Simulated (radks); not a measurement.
The numbers below are computed, except where a source is named.
Removal energies from the arsenic ion As+, [Ar] 3d10 4s2 4p2, by Delta-SCF beside the eigenvalue of the level emptied. Code: a radial shooting solver on a logarithmic mesh with Libxc functionals. Model: scalar-relativistic Kohn-Sham, BLYP, spin-polarised, spherical densities, finite nucleus; Fermi nuclear charge, rms radius of each element as measured or else 0.836 A^(1/3) + 0.57 fm. Open shells are filled with parallel spins first.

| removed from | final configuration | Delta-SCF (eV) | -eigenvalue (eV) |
|---|---|---|---|
| 4p | [Ar] 3d10 4s2 4p1 | 18.377 | 13.818 |
| 4s | [Ar] 3d10 4s1 4p2 | 27.399 | 22.338 |
| 3d | [Ar] 3d9 4s2 4p2 | 60.957 | 49.983 |
| 3p | [Ne] 3s2 3p5 3d10 4s2 4p2 | 154.42 | 142.95 |
